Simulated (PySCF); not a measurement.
# Nonlinear optical response: SMILES CC(=O)c1ccc(O)cc1, C$_{8}$H$_{8}$O$_{2}$

Cartesian coordinates in Å; atom numbers follow the order of the lines, from 1:
```xyz
18

C    -3.1836    0.2840   -0.5652
C    -2.1974    0.2063    0.5752
O    -2.5727    0.2722    1.7273
C    -0.7509    0.0463    0.2528
C     0.1558   -0.0221    1.3186
C     1.5153   -0.1707    1.0925
C     2.0007   -0.2552   -0.2202
O     3.3077   -0.3996   -0.4981
C     1.1060   -0.1886   -1.2953
C    -0.2525   -0.0394   -1.0556
H    -2.9560    1.1346   -1.2262
H    -4.1919    0.4028   -0.1516
H    -3.1456   -0.6278   -1.1813
H    -0.2445    0.0457    2.3324
H     2.2136   -0.2227    1.9339
H     3.8105   -0.4315    0.3233
H     1.5019   -0.2562   -2.3099
H    -0.9323    0.0103   -1.9086
```

Method used: quadratic response CAM-B3LYP/aug-cc-pVDZ first hyperpolarisability, Taylor convention, gas phase (PySCF 2.14.0). Geometry: PBE0-D3(BJ)/def2-SVP.

Problem. Give β for the processes computed.

Solution. In au, Taylor convention; the vector part is βᵢ = ⅓ Σⱼ (βᵢⱼⱼ + βⱼᵢⱼ + βⱼⱼᵢ); β∥ is 3/5 of the vector part along the dipole, the dipole points from − to +:
```csv
process,λ (nm),β vector norm,β∥,β HRS,depolarisation ratio
"static β(0;0,0)",∞,709.3,364.8,313.3,4.13
"second harmonic β(−2ω;ω,ω)",1907,775.7,400.1,341.4,4.18
"Pockels β(−ω;ω,0)",1907,730.4,376.0,–,–
"second harmonic β(−2ω;ω,ω)",1064,963.4,500.1,420.5,4.31
"Pockels β(−ω;ω,0)",1064,780.8,402.8,–,–
```

Problem. Which lowest excitations, dipole and polarisabilities go with it?

Solution. S1 4.09 eV (f = 0.000); S2 5.01 eV (f = 0.017); S3 5.07 eV (f = 0.302); dipole 2.64 D; isotropic α 104.4 au static, 104.9 au at 1907 nm, 105.9 au at 1064 nm, 106.3 au at 953.5 nm, 111.1 au at 532 nm.
